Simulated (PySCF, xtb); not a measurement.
BeH2, SMILES [BeH2].

GFN2-xTB run with xtb at its own geometry gives an orbital gap of 6.06 eV and a dipole moment of 0.00 D.

Geometry: PBE-D3(BJ)/def2-TZVPD. The isomer is the one that the SMILES or the coordinates give; other isomers of the formula were not compared.

Task: What does PBE/def2-TZVPD (PySCF) give? (An estimate is asked for; the answer gives what the named calculation found.)

Result: gap 5.83 eV (levels -7.47 and -1.64 eV), dipole 0.00 D.
